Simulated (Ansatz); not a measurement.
Ansatz (an electronic-structure program) input (HF/aug-cc-pVQZ):

Ansatz 0.2 input:
```yaml
crystal:
  periodic: [false, false, false]
  atoms:
    - {symbol: C, position_ang: [-1.91102411, -1.30841270, 0.28085132]}
    - {symbol: C, position_ang: [-1.17381049, -0.00604046, -0.02398981]}
    - {symbol: C, position_ang: [-1.92867364, 1.20931963, 0.51048842]}
    - {symbol: N, position_ang: [0.18772622, -0.04496683, 0.50744295]}
    - {symbol: B, position_ang: [1.37045365, 0.02977635, -0.22113594]}
    - {symbol: F, position_ang: [1.37184871, 0.15129426, -1.55334642]}
    - {symbol: F, position_ang: [2.56120580, -0.01740866, 0.38771798]}
    - {symbol: H, position_ang: [-2.00525343, -1.45340698, 1.36069805]}
    - {symbol: H, position_ang: [-2.91668259, -1.29413864, -0.14283196]}
    - {symbol: H, position_ang: [-1.37348555, -2.16290198, -0.13109265]}
    - {symbol: H, position_ang: [-1.07564924, 0.09335587, -1.10622281]}
    - {symbol: H, position_ang: [-2.93457293, 1.25794513, 0.08993826]}
    - {symbol: H, position_ang: [-2.02354036, 1.15525082, 1.59862826]}
    - {symbol: H, position_ang: [-1.40359056, 2.13162216, 0.26060190]}
    - {symbol: H, position_ang: [0.24998174, -0.13600952, 1.51041639]}
basis:
  gaussian:
    orbitals: aug-cc-pVQZ
hamiltonian:
  xc: hf
magnetization: {spin_polarized: true, initial_magnetization: 2}
```

End of the output:

```
2375 factors; their error is unknown
14.18 GiB of device memory are held for the factors and their scratch space
mean field: 19.07 GiB planned
mean field evaluation 1: about -10780.2598 eV, gradient 3.4e1 eV
mean field evaluation 2: about -10785.3143 eV, gradient 1.7e1 eV
mean field evaluation 4: about -10786.8782 eV, gradient 2.1e0 eV
mean field evaluation 8: about -10787.1152 eV, gradient 2.0e-1 eV
mean field evaluation 16: about -10787.1448 eV, gradient 7.4e-3 eV
mean field evaluation 32: about -10786.5692 eV, gradient 1.0e0 eV
mean field evaluation 64: about -10786.8146 eV, gradient 9.0e-1 eV
mean field evaluation 96: about -10786.7079 eV, gradient 1.8e0 eV
mean field evaluation 128: about -10786.5352 eV, gradient 5.1e0 eV
mean field -10787.14482184 eV, -396.4202604131 hartree, gradient 1.9e-5 eV, S^2 2.011937; 2 other end points of the search recorded, 0 dependent functions left out
reference -10787.14482184 eV, -396.4202604131 hartree; 29, 27 occupied and 899, 901 virtual orbitals, 2375 factors
Total energy: -10787.14482184 eV, -396.4202604131 hartree
```

This state (charge 0, triplet) is run at the relaxed geometry of the species with charge 0 and multiplicity 1, and is a spin state other than that species' own.
